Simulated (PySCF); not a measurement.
Input of a run (PBE0-D3(BJ)/def2-SVP geometry optimisation, gas phase (PySCF 2.14.0)), started from a GFN2-xTB structure with every atom displaced at random (by about 0.01 Å):
```
{"job": {"xc": "PBE0", "basis": "def2-SVP", "d3": "d3bj", "grid": 1, "shake": 0.01, "kind": "geom"}, "charge": 0, "multiplicity": 1}
N     -2.332660    -0.102240     0.638510
Ga    -0.475310    -0.526800    -0.347310
S      0.705120     0.969250     0.785980
Si     2.546270     0.513830    -0.296060
H     -2.212820    -0.242930     1.622610
H     -3.174690    -0.602970     0.335620
H     -2.543940     0.915970     0.517910
H     -0.797580    -0.229540    -1.836420
H     -0.331880    -2.016950     0.050240
H      2.729860    -0.942520    -0.320330
H      3.522020     1.202320     0.490700
H      2.405320     1.034300    -1.650490
```

Output (energies in Eh, forces in Eh/bohr):
```
step   0  E = -2671.08097223  max force = 0.037183
step   1  E = -2671.08886456  max force = 0.011241
step   2  E = -2671.08944000  max force = 0.004030
step   3  E = -2671.08966410  max force = 0.001673
step   4  E = -2671.08972157  max force = 0.002030
step   5  E = -2671.08985849  max force = 0.001893
step   6  E = -2671.09036618  max force = 0.006743
step   7  E = -2671.09089817  max force = 0.006783
step   8  E = -2671.09152865  max force = 0.004172
step   9  E = -2671.09263902  max force = 0.004442
step  10  E = -2671.09291488  max force = 0.003864
step  11  E = -2671.09375307  max force = 0.004663
step  12  E = -2671.09388587  max force = 0.003524
step  13  E = -2671.09418039  max force = 0.002658
step  14  E = -2671.09434598  max force = 0.000977
step  15  E = -2671.09433266  max force = 0.002413
step  16  E = -2671.09440523  max force = 0.000790
step  17  E = -2671.09441783  max force = 0.000198
optimisation converged
```

Q: Summarise the run.

A: The energy falls by 35.3 kJ/mol over 18 energy and gradient evaluations, the largest force component goes from 0.0372 to 2.0e-04 Eh/bohr, and the atoms move by 1.244 Å rms after alignment. The bond that changes most is Ga2–S3 (ends: gallium bonded to N, S and 2 H; sulfur bonded to Ga and Si), which lengthens by 0.066 Å. Bonds longer at the end by more than 0.005 Å: 7 of 11; shorter: 4. Among the angles that change most is H8–Ga2–H9, from 116.7° to 125.1°. Among the dihedrals that turn most is N1–Ga2–S3–Si4, from -179° to -77°. The energy rose by more than 1e-6 Eh at step 15. The first step brought 59 % of the lowering.

Q: What are the final bond lengths?

A: N1–Ga2 2.133 Å, Ga2–S3 2.284 Å, S3–Si4 2.122 Å, N1–H5 1.020 Å, N1–H6 1.020 Å, N1–H7 1.022 Å, Ga2–H8 1.574 Å, Ga2–H9 1.569 Å, Si4–H10 1.494 Å, Si4–H11 1.494 Å, Si4–H12 1.508 Å. Numbering counts from 1 in the input's order; the species is `[NH3+][GaH2-][S][SiH3]`.

The run used 122 basis functions and 119 SCF cycles in all.

Stationary, but not proved a minimum. The numbers are those of one conformer.
